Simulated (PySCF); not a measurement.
## Static response to an electric field

GeHMe2(OAc), C4H10GeO2.
Cartesian coordinates in Å at the PBE0-D3(BJ)/def2-SVP level; atoms count from 1:
```xyz
17
C4H10GeO2 angstrom
Ge     0.742    0.697    0.486
H      0.803    0.640    2.021
C      2.498    0.529   -0.323
H      2.408    0.492   -1.418
H      2.994   -0.390    0.021
H      3.127    1.390   -0.050
C     -0.276    2.191   -0.210
H      0.218    3.140    0.052
H     -1.286    2.175    0.220
H     -0.345    2.122   -1.305
O     -0.052   -0.876   -0.077
C     -1.279   -1.107    0.366
C     -1.834   -2.421   -0.108
O     -1.877   -0.334    1.081
H     -2.856   -2.554    0.264
H     -1.192   -3.240    0.246
H     -1.821   -2.454   -1.207
```

Level: CAM-B3LYP/def2-SVPD (PySCF), static field, nuclei fixed, core orbitals frozen in the response. The polarisability tensor in these axes (au):

```
x   91.11  4.78 -3.62
y    4.78 88.06  1.26
z   -3.62  1.26 74.33
```

Give the principal values, the mean and the anisotropy Δα = √{½[(α1 − α2)² + (α2 − α3)² + (α1 − α3)²]}.

Principal values 73.23, 85.43 and 94.84 au; mean 84.50 au = 12.52 Å³ = 13.93 × 10⁻⁴⁰ C²·m²/J; Δα = 18.77 au (22 % of the mean).

What is the dipole moment, and where does it point?

(1.81, 0.09, -1.36) D, 2.26 D in size, pointing from the negative to the positive side. Measured along this direction, the outermost atoms are H15 at the negative end and H4 at the positive end.

Rayleigh depolarisation ratio (linearly polarised light, static tensor)?

ρ = 3Δα²/(45ᾱ² + 4Δα²) = 1057.1/(321321 + 1409.5) = 0.00328.

Give the eigenvalues of the traceless quadrupole moment Θ = ½Σq(3rr − r²1), origin at the centre of nuclear charge.

-10.52, 0.66, 9.86 D·Å. The values depend on the origin, since the dipole doesn't vanish. The electronic extent ⟨r²⟩ about the same centre is 1250 bohr², a root-mean-square distance of 2.07 Å for the 82 electrons.

Sum over states: ᾱ = Σ f/ω², ω in Eh. What share falls to these 15 lowest TDDFT singlets (eV, f)? 5.92, 0.0006; 7.60, 0.0330; 7.92, 0.0273; 8.10, 0.0167; 8.12, 0.0207; 8.22, 0.0477; 8.25, 0.0838; 8.42, 0.0195; 8.54, 0.0249; 8.60, 0.0196; 8.74, 0.0034; 8.86, 0.1474; 8.99, 0.0171; 9.04, 0.0300; 9.07, 0.0303.

They add up to 5.39 au, 6.4 % of the 84.50 au; the largest single term is 1.39 au, from the state at 8.86 eV. Terms in order: 0.01, 0.42, 0.32, 0.19, 0.23, 0.52, 0.91, 0.20, 0.25, 0.20, 0.03, 1.39, 0.16, 0.27, 0.27 au. Higher excitations give the rest. The strengths listed sum to 0.522.

One conformer (not necessarily the lowest) at the PBE0-D3(BJ)/def2-SVP geometry, without solvent, vibrations or thermal averaging. The calculation is non-relativistic, for germanium too.
